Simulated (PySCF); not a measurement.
# BCl3: umbrella–stretch map

All numbers come from PySCF, BP86, basis B def2-TZVP, Cl def2-TZVP (no relativity, density fitting).

Rigid scan from the singlet minimum (B–Cl 1.752 Å (×3); Cl–B–Cl 120.0° (×3)). Coordinate: rows: all bonds scaled; columns: angle to the threefold axis. Energies in kJ/mol from the minimum.

**Question.** Give the energy map for rows 0.95, 0.98, 1.00, 1.03, 1.07 and columns 60, 66, 72, 78, 84, 90.

**Answer.** 
| scale \ angle | 60 | 66 | 72 | 78 | 84 | 90 |
| --- | --- | --- | --- | --- | --- | --- |
| 0.95 | 496.6 | 297.3 | 170.7 | 92.0 | 48.7 | 34.8 |
| 0.98 | 413.1 | 237.7 | 126.0 | 56.1 | 17.5 | 5.1 |
| 1.00 | 376.2 | 215.1 | 112.0 | 47.4 | 11.5 | 0.0 |
| 1.03 | 343.7 | 201.6 | 110.2 | 52.5 | 20.3 | 9.9 |
| 1.07 | 334.1 | 213.6 | 135.3 | 85.4 | 57.4 | 48.3 |

**Question.** And the size of the dipole moment (D) on the same grid?

**Answer.** 
| scale \ angle | 60 | 66 | 72 | 78 | 84 | 90 |
| --- | --- | --- | --- | --- | --- | --- |
| 0.95 | 0.85 | 0.58 | 0.39 | 0.24 | 0.12 | 0.00 |
| 0.98 | 0.92 | 0.65 | 0.45 | 0.29 | 0.14 | 0.00 |
| 1.00 | 0.96 | 0.69 | 0.49 | 0.32 | 0.16 | 0.00 |
| 1.03 | 1.02 | 0.76 | 0.55 | 0.36 | 0.18 | 0.00 |
| 1.07 | 1.10 | 0.84 | 0.62 | 0.41 | 0.21 | 0.00 |

The bond scale of lowest energy on the grid is 1.07 (edge) at 60°, 1.03 at 66°, 1.03 at 72°, 1.00 at 78°, 1.00 at 84°, 1.00 at 90°.
